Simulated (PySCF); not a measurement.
Deuteron quadrupole couplings in `C#CPc1ccc(Cl)cc1`

C₈H₆ClP.
Cartesian coordinates in Å at the GFN2-xTB level; atoms count from 1:
```xyz
16
C8H6ClP angstrom
C     -3.206    0.408    1.864
C     -2.730   -0.054    0.862
P     -2.110   -0.905   -0.554
C     -0.352   -0.400   -0.416
C      0.305   -0.450    0.810
C      1.648   -0.139    0.901
C      2.345    0.209   -0.245
Cl     4.026    0.601   -0.135
C      1.713    0.245   -1.478
C      0.368   -0.063   -1.558
H     -3.603    0.861    2.726
H     -2.458    0.110   -1.461
H     -0.246   -0.724    1.699
H      2.153   -0.167    1.854
H      2.268    0.514   -2.363
H     -0.129   -0.039   -2.518
```

Level: PBE0/pcSseg-1 (PySCF, non-relativistic); Q(2H) = 0.00286 b; rigid geometry, the same for H and D, with no vibrational averaging.

Question: Rank these positions by the coupling χzz of a deuteron there, largest first.
A. H15 (aromatic hydrogen)
B. H11 (alkyne hydrogen)
C. H12 (P–H hydrogen)
D. H13 (aromatic hydrogen)

Answer: B (262 kHz), A (219 kHz), D (215 kHz), C (126 kHz).

Question: Give the electric field gradient Vzz (the principal value of largest size), its asymmetry and the 2H coupling at each hydrogen.

Answer: 
```
atom  bonded to  bond length (Å)  Vzz (au)     η  χzz (kHz)
 H11         C1            1.051    0.3901  0.02        262
 H12         P3            1.405    0.1879  0.11        126
 H13         C5            1.081    0.3198  0.08        215
 H14         C6            1.079    0.3258  0.07        219
 H15         C9            1.079    0.3260  0.07        219
 H16        C10            1.081    0.3219  0.08        216
```

Question: Average by the element that carries the hydrogen.

Answer: on C: 226 kHz over 5 positions, mean bond length 1.074 Å; on P: 126 kHz over 1 position, mean bond length 1.405 Å.

The structure is a single GFN2-xTB conformer in the gas phase; no vibrational or solvent corrections. GFN2-xTB bond lengths can be off by several hundredths of an ångström, more for odd bonds, and the gradients follow them. The basis is small and wasn't made for field gradients, so the couplings can be 20 % off.
